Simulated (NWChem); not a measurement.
Molecule: neopentasilane (Si₅H₁₂); SMILES [SiH3][Si]([SiH3])([SiH3])[SiH3]

Computed with NWChem. Geometry: optimised at PBE0/def2-SVP. Not confirmed as a minimum by frequencies. Vertical excitations in the gas phase.

### Question
Predict the results for B3LYP/def2-SVP, full TDDFT. Quantities: lowest excitation, singlet (eV); orbital gap (eV).

### Answer
- lowest excitation, singlet (eV): 6.64
- orbital gap (eV): 7.60
